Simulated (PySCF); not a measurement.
Radial density of Ti⁺ (titanium, charge +1)

MN15, [Ar] 3d2 4s1, high-spin 4F determinant. Calculation: PySCF 2.14, in cc-pVTZ-DK; the spin-free X2C one-electron Hamiltonian (Gaussian nucleus).

| r (bohr) | 4πr²ρ (e/bohr) | 4πr²(ρα − ρβ) |
| --- | --- | --- |
| 0.00124 | 0.1782 | 0.0001 |
| 0.00209 | 0.4557 | 0.0002 |
| 0.00351 | 1.141 | 0.0005 |
| 0.00591 | 2.754 | 0.0013 |
| 0.00994 | 6.247 | 0.0029 |
| 0.0167 | 12.68 | 0.0058 |
| 0.0281 | 21.28 | 0.0087 |
| 0.0473 | 26.16 | 0.0068 |
| 0.0795 | 21.80 | -0.0031 |
| 0.134 | 20.74 | 0.0054 |
| 0.225 | 28.05 | 0.0816 |
| 0.379 | 15.77 | 0.3322 |
| 0.637 | 8.390 | 0.9959 |
| 1.07 | 9.177 | 1.2730 |
| 1.80 | 2.299 | 0.8753 |
| 3.03 | 0.5652 | 0.5318 |
| 5.10 | 0.08548 | 0.0855 |
| 8.57 | 0.0009822 | 0.0010 |

Densities and radii are taken from the X2C orbitals without a picture-change correction, which distorts them close to the nucleus.

Question: Where is the radial spin density 4πr²(ρα − ρβ) most negative, and why is it negative at all?

Answer: Around r = 0.0795 bohr, down to -0.0031 e/bohr: exchange with the open shell polarises the paired shells in an unrestricted calculation.
